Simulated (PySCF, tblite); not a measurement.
Isomers of C22H14

All values: TDA PBE0/6-31G*, gas phase, PySCF SCF with an in-house response code, fitting set def2-universal-JFIT up to Ne and JKFIT beyond, grid level 1 (kernel 0), vertical, one conformer each, geometries GFN2-xTB; core orbitals frozen in the response, virtual orbitals above 1.5 Eh left out. The lowest 6 singlets were sought, and the brightest is taken among them. The runs took 0.7 to 2 CPU minutes each on shared server CPUs. Energies are electronic, without zero-point or thermal terms, against the lowest isomer listed.

Some members have small gaps, where a closed-shell solution may not be the ground state.

Problem. Rank these isomers by DFT energy, most stable first.
A. C1=CC=c2cc3cccc4c3=c(cc2C=C1)c1ccccc14
B. c1ccc2cc3cc4cc5ccccc5cc4cc3cc2c1
C. c1ccc2cc3ccc4cccc5cccc(c54)c3c2cc1
D. c1ccc2cc3cccc4cc5cccc5c(cc2cc1)c34
E. c1ccc2c(c1)ccc1ccc3ccc4ccccc4c3c12
F. c1ccc2c(c1)ccc1c2ccc2c3ccccc3ccc21
G. C1=Cc2ccccc2-c2cc3cccc4cccc(c2=C1)c43

Solution. F (0.0 kcal/mol), E (11.7 kcal/mol), B (18.2 kcal/mol), G (33.9 kcal/mol), C (55.2 kcal/mol), A (78.2 kcal/mol), D (102.2 kcal/mol).

Problem. Give energies, gaps and lowest singlets for all.

Solution. 
```
                                isomer  DFT energy / kcal/mol  GFN2-xTB energy / kcal/mol  HOMO-LUMO gap / eV  S1 / eV  f(S1)
    c1ccc2cc3cccc4cc5cccc5c(cc2cc1)c34                  102.2                        86.7                1.84     1.42  0.071
    c1ccc2c(c1)ccc1c2ccc2c3ccccc3ccc21                    0.0                         0.0                4.59     3.76  0.004
C1=CC=c2cc3cccc4c3=c(cc2C=C1)c1ccccc14                   78.2                        67.1                2.10     1.37  0.025
      c1ccc2cc3cc4cc5ccccc5cc4cc3cc2c1                   18.2                        13.4                2.43     2.26  0.092
    c1ccc2cc3ccc4cccc5cccc(c54)c3c2cc1                   55.2                        48.6                2.89     2.07  0.020
    c1ccc2c(c1)ccc1ccc3ccc4ccccc4c3c12                   11.7                         5.5                4.57     3.55  0.001
 C1=Cc2ccccc2-c2cc3cccc4cccc(c2=C1)c43                   33.9                        27.0                3.07     2.75  0.362
```
